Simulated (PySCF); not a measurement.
Tripropylborane, C9H21B.
Numbering: `[CH3:1][CH2:2][CH2:3][B:4]([CH2:5][CH2:6][CH3:7])[CH2:8][CH2:9][CH3:10]` (hydrogens: H11, H12, H13 on C1; H14, H15 on C2; H16, H17 on C3; H18, H19 on C5; H20, H21 on C6; H22, H23, H24 on C7; H25, H26 on C8; H27, H28 on C9; H29, H30, H31 on C10)

Cartesian coordinates in Å at the PBE0-D3(BJ)/def2-SVP level; atoms count from 1:
```xyz
31
C9H21B angstrom
C     -1.551   -2.364    0.437
C     -0.913   -1.871   -0.854
C     -0.787   -0.348   -0.901
B      0.276    0.347    0.041
C      1.612   -0.431    0.375
C      2.729    0.292    1.120
C      3.964   -0.565    1.353
C      0.097    1.845    0.505
C     -1.300    2.459    0.513
C     -2.193    1.862    1.592
H     -0.965   -2.061    1.320
H     -2.564   -1.949    0.562
H     -1.636   -3.462    0.459
H     -1.512   -2.229   -1.708
H      0.081   -2.335   -0.974
H     -0.429   -0.040   -1.908
H     -1.785    0.113   -0.815
H      1.999   -0.846   -0.577
H      1.317   -1.341    0.937
H      2.350    0.653    2.092
H      3.015    1.201    0.564
H      3.718   -1.466    1.938
H      4.747   -0.017    1.899
H      4.399   -0.906    0.399
H      0.755    2.399   -0.200
H      0.588    2.001    1.482
H     -1.236    3.550    0.663
H     -1.775    2.324   -0.474
H     -3.200    2.308    1.586
H     -2.311    0.774    1.461
H     -1.764    2.024    2.594
```

Mulliken charges (e) from the PBE0/pcSseg-1 density (PySCF), one withheld:

```csv
atom,bonded to,charge
C1,C2 H11 H12 H13,-0.3046
C2,C1 C3 H14 H15,-0.2488
C3,C2 B4 H16 H17,-0.4786
B4,C3 C5 C8,?
C5,B4 C6 H18 H19,-0.5159
C6,C5 C7 H20 H21,-0.2748
C7,C6 H22 H23 H24,-0.2534
C8,B4 C9 H25 H26,-0.4961
C9,C8 C10 H27 H28,-0.2329
C10,C9 H29 H30 H31,-0.3064
H11,C1,+0.1119
H12,C1,+0.1158
H13,C1,+0.1184
H14,C2,+0.1109
H15,C2,+0.1144
H16,C3,+0.1402
H17,C3,+0.1232
H18,C5,+0.1296
H19,C5,+0.1400
H20,C6,+0.1181
H21,C6,+0.1115
H22,C7,+0.1070
H23,C7,+0.1125
H24,C7,+0.1076
H25,C8,+0.1400
H26,C8,+0.1273
H27,C9,+0.1119
H28,C9,+0.1111
H29,C10,+0.1166
H30,C10,+0.1199
H31,C10,+0.1096
```

(1) What is the charge on B4?

(2) Add each hydrogen's charge to the atom that carries it.

(3) Across which bond do the charges differ most?

(4) Take the bonds between elements whose Pauling electronegativities differ by more than 0.25. In how many does the more electronegative atom carry the lower charge?

(5) How much positive and how much negative charge does this set hold in all?

## Answers

(1) The charges add up to the total charge, 0. The others sum to -0.6140, which leaves +0.6140 e for B4 (three-coordinate boron); the computed value is +0.6141, the difference coming from rounding.

(2) C1 +0.0415, C2 -0.0235, C3 -0.2152, C5 -0.2463, C6 -0.0452, C7 +0.0737, C8 -0.2288, C9 -0.0099, C10 +0.0397. Atoms without hydrogen keep their charges.

(3) B4–C5: +0.6141 on B4 against -0.5159 on C5, a difference of 1.1300 e. The lower charge is on the more electronegative element of the two (Pauling values: C 2.55, B 2.04).

(4) In 24 of 24.

(5) +3.1116 e on 22 atoms and -3.1115 e on 9.

The Mulliken scheme counts on each atom the diagonal of the density matrix times the overlap matrix over that atom's basis functions. Isolated species at its PBE0-D3(BJ)/def2-SVP geometry (one conformer only).
